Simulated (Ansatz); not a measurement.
AgTe2⁻. Total charge -1; triplet. Geometry PBE0-D4/def2-TZVP, that of the neutral doublet; atoms count from 1.

```csv
atom,x (Å),y (Å),z (Å)
Ag1,-0.653,0.169,-1.416
Te2,1.538,0.259,0.189
Te3,-0.885,-0.428,1.226
```

In the def2 sets Ag, Te take a core potential; there is no spin–orbit coupling. At PBE0-D4/def2-TZVPD a singlet of charge -1 lies 0.67 eV below the triplet at the same geometry. The structure comes from a short search, and lower isomers may exist.

Problem. Estimate the Mulliken populations from the PBE0/def2-TZVPD orbitals of Ansatz.

Solution. 
```tsv
atom	charge (e)	spin (α − β)	d electrons
Ag1	-0.37	0.91	9.81
Te2	-0.31	0.55	–
Te3	-0.31	0.55	–
```
Mulliken values and Mayer orders depend strongly on the basis. With diffuse functions, as here, like atoms can get unlike values, and bond orders can come out too low or too high.

Problem. Where does the spin sit?

Solution. Summed by element: Ag 0.91, Te 1.09, of 2 unpaired in all. Largest on single atoms: Ag1 0.91, Te3 0.55, Te2 0.55.

Problem. And the Mayer bond orders between bonded heavy atoms (over 0.3)?

Solution. Ag1–Te2 0.78 (2.72 Å); Ag1–Te3 0.78 (2.72 Å); Te2–Te3 1.08 (2.72 Å).
